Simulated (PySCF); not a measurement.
# Two-component Hartree-Fock for La⁺ (lanthanum, charge +1)

Start: [Xe] 5d2; 5d3/2 filled at m_j = +1/2, +3/2. Calculated with PySCF 2.14 in x2c-TZVPall-2c with one added diffuse shell each of s, p, d type (12s12p11d2f, 117 functions): generalised Hartree-Fock with the X2C-1e Hamiltonian and a Gaussian nucleus; one run each with spin-orbit coupling (SO) switched off, then screened by Boettger's factors.

```
spinor shell  electrons  ε, spin-free (eV)  ε, screened SO (eV)  weight of nominal j (screened SO)  rms radius, screened SO (bohr)
       1s1/2          2           -39124.8             -39120.0                              1.000                          0.0286
       2s1/2          2            -6339.8              -6338.4                              1.000                           0.116
       2p1/2          2            -5675.6              -5964.6                              1.000                           0.100
       2p3/2          4            -5675.6              -5547.9                              1.000                           0.106
       3s1/2          2            -1404.9              -1404.6                              1.000                           0.303
       3p1/2          2            -1187.9              -1245.7                              1.000                           0.295
       3p3/2          4            -1187.9              -1162.3                              1.000                           0.308
       3d3/2          4            -876.25              -886.74                              1.000                           0.279
       3d5/2          6            -876.25              -869.04                              1.000                           0.283
       4s1/2          2            -306.10              -306.11                              1.000                           0.694
       4p1/2          2            -232.70              -245.22                              1.000                           0.719
       4p3/2          4            -232.70              -227.25                              1.000                           0.746
       4d3/2          4            -123.10              -125.17                              0.999                           0.820
       4d5/2          6            -123.10              -121.83                              1.000                           0.830
       5s1/2          2            -52.771              -52.901                              1.000                            1.68
       5p1/2          2            -32.272              -35.009                              0.958                            1.90
       5p3/2          4            -32.272              -31.165                              0.979                            1.96
       5d3/2          2            -10.768              -10.858                              0.893                            3.19
```

| quantity | spin-free | screened SO |
| --- | --- | --- |
| E (hartree) | -8487.51422 | -8490.96401 |
| M_J | 2 | 2 |
| ⟨J²⟩ | 8.017 | 6.392 |
| ⟨L²⟩ | 12.013 | 10.803 |
| ⟨S²⟩ | 2.004 | 1.733 |

The determinant has a definite M_J but mixes levels of different J.

Each row is a mean over spinors that exchange with the open shell spreads, by up to 2.094 eV (5p1/2).

Rows whose weight is well below 1 are mixtures of j = l ± 1/2: exchange outweighs spin-orbit coupling there, and the label is only the starting occupation.

Breit and QED terms are absent; they matter most for the inner s and p1/2 levels.

Densities and radii are taken from the X2C orbitals without a picture-change correction, which distorts them close to the nucleus.

Without spin-orbit coupling the j labels of p, d and f shells carry no meaning; the spin-free column gives the mean over the occupied spinors of each nl shell, and its ⟨J²⟩ belongs to a mixture of degenerate components.
